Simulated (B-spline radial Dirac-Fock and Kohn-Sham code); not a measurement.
How the settings move the core levels of Tb⁵⁺

ΔSCF core binding energies without Breit or QED terms, calculated with a radial B-spline solver. Keys: rel is the Hamiltonian (dirac, or spin-free x2c and nr, where L3 and M5 stand for the whole 2p and 3d shells), method is hf or an exchange,correlation pair (spin-unpolarised, also for the hole states), nuc the nuclear model, radius_factor scales its radius, rmax is the box in bohr, h the logarithmic mesh step, order the B-spline order, points the quadrature points per cell, c_factor scales the speed of light, and damp, ndamp, maxit and tol steer the iteration. The run stops when the commutator error falls below 10·tol·max(1, Z/10), or the numerical noise floor, and the energy has settled to about 1e-8 Ha; the virial ratio is −V/T.

Base input:

```json
{"items": [{"Z": 65, "q": 5, "cfg": [[1, 0, 2], [2, 0, 2], [2, 1, 6], [3, 0, 2], [3, 1, 6], [3, 2, 10], [4, 0, 2], [4, 1, 6], [4, 2, 10], [4, 3, 7], [5, 0, 2], [5, 1, 5]], "A": 159, "rrms": 5.06, "do": "settings", "holes": ["K", "L3", "M5"],
  "settings": [{"rel": "dirac", "method": "hf", "nuc": "fermi", "radius_factor": 1.0, "rmax": 45.0, "h": 0.3, "order": 8, "points": 10, "c_factor": 1.0, "maxit": 60, "damp": 0.5, "ndamp": 3, "tol": 1e-08}]}]}
```

The ground state converged in 11 iterations, with total energy -11707.02077 Ha, virial ratio 1.91454 and highest orbital energy -83.08 eV. ΔSCF binding energies: K (1s) 52300.1 eV, L3 (2p3/2) 7611.8 eV, M5 (3d5/2) 1323.5 eV.

Changes from the base run:

| changed setting | Δ total energy (Ha) | Δ K (eV) | Δ L3 (eV) | Δ M5 (eV) | iterations |
| --- | --- | --- | --- | --- | --- |
| method = "pbe,pbe" | -4.94133 | +36.73 | -32.53 | -8.51 | 10 |
| rmax = 60.0 | 0.00000 | 0.00 | 0.00 | 0.00 | 11 |
| rel = "x2c"; h = 0.22; damp = 0.2 | ? | ? | ? | ? | ? |
| rel = "x2c" | +8.57396 | -52.57 | +228.14 | +13.36 | 11 |
| method = "pbe,pbe"; nuc = "gauss"; damp = 0.2 | -4.94647 | +36.79 | -32.53 | -8.51 | 11 |
| tol = 0.0001 | 0.00000 | 0.00 | 0.00 | 0.00 | 10 |
| nuc = "gauss" | -0.00511 | +0.06 | 0.00 | 0.00 | 11 |

**Question.** What does the change rel = "x2c"; h = 0.22; damp = 0.2 do?

**Answer.** The total energy moves by +8.57389 Ha and the binding energies by K -52.57 eV, L3 +228.14 eV, M5 +13.36 eV; the run takes 11 iterations.
